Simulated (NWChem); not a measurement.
System: formamidinium (CH₅N₂ cation); SMILES [NH2+]=CN

```xyz
8

N     -1.1744     0.0000     0.1820
C      0.0000     0.0000    -0.4179
N      1.1744     0.0000     0.1820
H     -1.2857     0.0000     1.2019
H     -2.0327     0.0000    -0.3766
H      0.0000     0.0000    -1.5215
H      1.2857     0.0000     1.2019
H      2.0327     0.0000    -0.3766
```
Atoms are numbered in this order, from 1.

Results from NWChem. Geometry: optimised at PBE-D3(BJ)/def2-SVP. B3LYP is NWChem's, with the RPA form of VWN correlation. Vzz is the largest principal value of the second derivative of the potential at the nucleus (NWChem prints the opposite sign); η is the asymmetry. Non-relativistic.

Task: What does the run give for B3LYP/def2-SVP? Quantities: Vzz N3 (a.u.); η N3.

Result: 
- Vzz N3 (a.u.): -0.724
- η N3: 0.26
